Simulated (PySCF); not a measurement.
# `C[N](C)[Ga]([CH3])[CH3]`, C4H12GaN

Geometry:
```json
{"atom": "Ga1", "x (Å)": "0.467", "y (Å)": "0.734", "z (Å)": "-0.007"}
{"atom": "C2", "x (Å)": "2.471", "y (Å)": "0.694", "z (Å)": "-0.381"}
{"atom": "H3", "x (Å)": "2.861", "y (Å)": "-0.309", "z (Å)": "-0.557"}
{"atom": "H4", "x (Å)": "3.013", "y (Å)": "1.131", "z (Å)": "0.462"}
{"atom": "H5", "x (Å)": "2.691", "y (Å)": "1.307", "z (Å)": "-1.259"}
{"atom": "C6", "x (Å)": "-0.597", "y (Å)": "2.435", "z (Å)": "0.364"}
{"atom": "H7", "x (Å)": "0.080", "y (Å)": "3.292", "z (Å)": "0.375"}
{"atom": "H8", "x (Å)": "-1.105", "y (Å)": "2.393", "z (Å)": "1.330"}
{"atom": "H9", "x (Å)": "-1.354", "y (Å)": "2.614", "z (Å)": "-0.403"}
{"atom": "N10", "x (Å)": "-0.486", "y (Å)": "-0.857", "z (Å)": "0.010"}
{"atom": "C11", "x (Å)": "0.078", "y (Å)": "-2.173", "z (Å)": "-0.217"}
{"atom": "C12", "x (Å)": "-1.917", "y (Å)": "-0.915", "z (Å)": "0.234"}
{"atom": "H13", "x (Å)": "-0.093", "y (Å)": "-2.833", "z (Å)": "0.645"}
{"atom": "H14", "x (Å)": "1.154", "y (Å)": "-2.083", "z (Å)": "-0.377"}
{"atom": "H15", "x (Å)": "-0.369", "y (Å)": "-2.652", "z (Å)": "-1.099"}
{"atom": "H16", "x (Å)": "-2.297", "y (Å)": "0.097", "z (Å)": "0.395"}
{"atom": "H17", "x (Å)": "-2.439", "y (Å)": "-1.352", "z (Å)": "-0.629"}
{"atom": "H18", "x (Å)": "-2.159", "y (Å)": "-1.524", "z (Å)": "1.116"}
```

The calculation used PySCF 2.14.0, GIAO B3LYP/def2-SVP magnetisability, rotational g tensor and spin-rotation constants, non-relativistic, gas phase. Geometry: GFN2-xTB.

The calculation is non-relativistic, which matters for the atoms heavier than Zn.

Give the nuclear spin-rotation constants along the inertial axes (H = +C I·J) beside the isotropic shieldings.

Rotational constants 3.1152, 1.8862, 1.2104 GHz. A star marks the isotopologue with that one atom substituted, in its own axes.
| atom | isotope | Caa (kHz) | Cbb (kHz) | Ccc (kHz) | mean (kHz) | σ (ppm) |
| --- | --- | --- | --- | --- | --- | --- |
| Ga1 | 69Ga | 5.934 | 3.074 | 2.263 | 3.757 | 1406.8 |
| H3 | 1H | -0.215 | -0.051 | -0.140 | -0.135 | 31.3 |
| H4 | 1H | -0.214 | -0.209 | -0.048 | -0.157 | 31.7 |
| H5 | 1H | -0.217 | -0.209 | -0.047 | -0.158 | 31.7 |
| H7 | 1H | 0.038 | -0.209 | -0.142 | -0.104 | 31.6 |
| H8 | 1H | -0.331 | -0.133 | -0.049 | -0.171 | 31.6 |
| H9 | 1H | -0.345 | -0.139 | -0.040 | -0.175 | 31.6 |
| N10 | 14N | 0.170 | 0.245 | 0.047 | 0.154 | 156.3 |
| H13 | 1H | -0.165 | -0.190 | -0.020 | -0.125 | 29.2 |
| H14 | 1H | -0.157 | -0.003 | -0.125 | -0.095 | 28.3 |
| H15 | 1H | -0.177 | -0.189 | -0.016 | -0.127 | 29.2 |
| H16 | 1H | -0.155 | -0.006 | -0.127 | -0.096 | 28.4 |
| H17 | 1H | -0.175 | -0.190 | -0.016 | -0.127 | 29.2 |
| H18 | 1H | -0.168 | -0.190 | -0.019 | -0.125 | 29.2 |
| C2 | 13C* | 0.364 | 0.190 | 0.104 | 0.219 | 194.5 |
| C11 | 13C* | 0.561 | 0.279 | 0.220 | 0.353 | 148.4 |

For the geometry as given, no vibrational averaging.
